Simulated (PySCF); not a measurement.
Potential energy curve for SiBr, doublet.

Computed with PySCF with CCSD(T) on UHF/def2-TZVP, 14 core orbitals frozen.

Problem. Relative to R = 2.23 Å, what are the energies at R = 1.77, 1.88, 2.79, 3.03 Å?

Solution. 114.2 mEh at 1.77 Å, 55.2 mEh at 1.88 Å, 38.2 mEh at 2.79 Å, 61.0 mEh at 3.03 Å.

The scan ran from 1.77 to 9.00 Å; beyond the distances shown one of the unrestricted levels run for this scan, shown here or not, changes its spin distribution in one step.
